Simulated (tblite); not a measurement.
Compound: C8H8P2.
SMILES: `C#Cc1pcc(C)c(C)p1`

Method: GFN2-xTB as coded in tblite; computed harmonic values from a numerical Hessian at the method's own geometry, unscaled. The method is semi-empirical: single wavenumbers can be off by several per cent or more.

Harmonic wavenumbers (cm⁻¹): 59.7, 99.8, 109.1, 139.9, 185.5, 233.8, 274.9, 294.9, 326.4, 327.1, 346.0, 358.3, 423.3, 442.7, 553.3, 560.2, 571.8, 632.1, 634.5, 679.4, 800.3, 850.1, 980.0, 996.9, 1005.7, 1021.2, 1044.7, 1096.0, 1125.5, 1164.6, 1251.7, 1399.8, 1408.5, 1434.0, 1442.8, 1471.2, 1481.0, 1490.0, 1495.0, 2218.4, 2985.7, 2999.1, 3000.7, 3012.3, 3014.4, 3015.7, 3041.7, 3394.9.

A = 1822, B = 763.0, C = 541.4 MHz; mass 166.010 u (most abundant isotopes); point group Cs, symmetry number 1.

Question: What is the zero-point energy?

Answer: Half the sum of the wavenumbers: 28447 cm⁻¹ = 340.31 kJ/mol.

Question: Give the ideal-gas entropy at 400 K and 1 bar in the rigid-rotor, harmonic-oscillator model (classical rotation).

Answer: Translation 178.72, rotation 131.01, vibration 180.39: S = 490.1 J/(mol K).

Question: And Cp and H(400 K) − H(0)?

Answer: Cp = 217.53 J/(mol K), of which vibrations give 184.28 (their classical limit is 48 R = 399.1); H(400 K) − H(0) = 52.11 kJ/mol without the zero-point energy, 38.81 from vibrations.

Question: Blend soft modes into free rotors: weight 1/[1 + (100 cm⁻¹/ν̃)⁴] for the oscillator and the rest for a rotor with moment μB/(μ + B), μ = h/(8π²ν), B = 10⁻⁴⁴ kg m². What vibrational entropy results?

Answer: 171.46 J/(mol K) in place of 180.39, which changes −T·S at 400 K by +3.57 kJ/mol.

Question: Which modes carry the vibrational entropy at 400 K?

Answer: 59.7 cm⁻¹: 21.12; 99.8 cm⁻¹: 16.88; 109.1 cm⁻¹: 16.15; 139.9 cm⁻¹: 14.11; 185.5 cm⁻¹: 11.83; 233.8 cm⁻¹: 10.00 J/(mol K); the other 42 give 90.31 together.

Hindered rotation and anharmonicity are outside this model.

Hardware: one thread, x86-64 server (shared host). This covers the Hessian and the dipole derivatives.
